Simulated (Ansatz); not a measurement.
Input file for CH5AlFNO, SMILES `N[CH](F)[AlH][OH]`:

```yaml
crystal:
  periodic: [false, false, false]
  atoms:
    - {symbol: N, position_ang: [0.846813, -0.190042, 1.319536]}
    - {symbol: C, position_ang: [0.690796, -0.515139, -0.041058]}
    - {symbol: F, position_ang: [1.518802, 0.297431, -0.895787]}
    - {symbol: Al, position_ang: [-1.192081, -0.301398, -0.650506]}
    - {symbol: O, position_ang: [-1.769661, 1.262508, -0.955299]}
    - {symbol: H, position_ang: [0.545116, 0.743241, 1.559492]}
    - {symbol: H, position_ang: [1.779204, -0.347854, 1.681519]}
    - {symbol: H, position_ang: [1.068707, -1.531728, -0.192313]}
    - {symbol: H, position_ang: [-2.204390, -1.497526, -0.826714]}
    - {symbol: H, position_ang: [-1.200106, 2.029405, -0.996071]}
basis:
  gaussian: {orbitals: def2-TZVPP}
correlation: {method: ccsd_t}
```

```sh
$ ansatz run in.yaml --threads 4 --pin off --events-out ev --progress --plain --max-ram 10444MiB
```

The program prints (abridged):

```
Functional definition: HF
1438 factors; integrals over basis functions are off by at most 1.5e-3 eV
mean field evaluation 1: about -13916.4840 eV, gradient 5.1e1 eV
mean field evaluation 2: about -13916.6727 eV, gradient 5.1e1 eV
mean field evaluation 4: about -13921.7098 eV, gradient 4.0e0 eV
mean field evaluation 8: about -13921.7878 eV, gradient 3.2e-1 eV
mean field evaluation 16: about -13921.7883 eV, gradient 1.2e-6 eV
mean field -13921.78826111 eV, -511.6162820688 hartree, gradient 1.2e-6 eV, S^2 0.000000; 0 other end points of the search recorded, 0 dependent functions left out
9 core orbitals not correlated: weight in the atoms' cores, before any rotation towards them, 1.000 or more for the frozen orbitals, at most 0.000 for the correlated occupied ones
reference -13921.78826111 eV, -511.6162820688 hartree; 15, 15 occupied and 212, 212 virtual orbitals, 1438 factors
second order -25.91784421 eV of doubles, -0.00000000 eV of singles
cycle   1  -25.91020756 eV  change    7.6e-3 eV  update   1.1e-1
cycle   2  -26.48825371 eV  change   -5.8e-1 eV  update   3.2e-2
cycle   3  -26.63693747 eV  change   -1.5e-1 eV  update   1.7e-2
cycle   4  -26.62168995 eV  change    1.5e-2 eV  update   4.4e-3
cycle   5  -26.61888207 eV  change    2.8e-3 eV  update   2.2e-3
cycle   6  -26.62024203 eV  change   -1.4e-3 eV  update   7.5e-4
cycle   7  -26.61999504 eV  change    2.5e-4 eV  update   2.8e-4
cycle   8  -26.61977786 eV  change    2.2e-4 eV  update   9.7e-5
cycle   9  -26.61978214 eV  change   -4.3e-6 eV  update   3.8e-5
cycle  10  -26.61981009 eV  change   -2.8e-5 eV  update   1.3e-5
perturbative correction -0.93868402 eV, -0.0344960013 hartree
Total energy: -13949.34675522 eV, -512.6290380474 hartree
```

It took 2.2 min on 4 threads of an Arm Neoverse V1 on a shared host, with 4.5 GiB of host memory at the peak.

Correlation energy per correlated electron: -0.919 eV. T1 diagnostic: 0.0129.
